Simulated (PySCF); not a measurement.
# TaS₃⁻: umbrella–stretch map

All numbers come from PySCF, PBE0, basis Ta def2-SVPD with ECP60, S def2-SVPD (scalar-relativistic core potentials, no spin–orbit coupling, density fitting).

Rigid scan from the singlet minimum (Ta–S 2.223 Å (×3); S–Ta–S 112.8° (×3)). Coordinate: rows: all bonds scaled; columns: angle to the threefold axis. Energies in kJ/mol from the minimum.

Rows run from the largest first scale (top) to the smallest, columns from the smallest angle to the largest. Lower edges of the bins (kJ/mol): '0' 0.90, '1' 1.76, '2' 3.12, '3' 5.28, '4' 8.69, '5' 14.11, '6' 22.70, '7' 36.30, '8' 57.87, '9' 92.04; top 146.
```
998888
875556
850144
853456
987888
```

Question: Give the energies on the grid of the scan.

Answer: 
```json
{"scale \\ angle": "0.95", "60": "111", "66": "64", "72": "53", "78": "62", "84": "74", "90": "80"}
{"scale \\ angle": "0.98", "60": "70", "66": "22", "72": "8", "78": "12", "84": "21", "90": "26"}
{"scale \\ angle": "1.00", "60": "65", "66": "17", "72": "1", "78": "2", "84": "10", "90": "13"}
{"scale \\ angle": "1.03", "60": "84", "66": "36", "72": "18", "78": "16", "84": "21", "90": "23"}
{"scale \\ angle": "1.07", "60": "146", "66": "99", "72": "78", "78": "73", "84": "76", "90": "77"}
```

The bond scale of lowest energy on the grid is 1.00 at 60°, 1.00 at 66°, 1.00 at 72°, 1.00 at 78°, 1.00 at 84°, 1.00 at 90°.

No spin–orbit coupling is included, which matters more the heavier the element.

The scan took 66 s on 2 threads of a shared Arm Neoverse V1 host; the process peaked at 1.3 GiB. Launch command: `OMP_NUM_THREADS=2 python axn.py task.json out`.
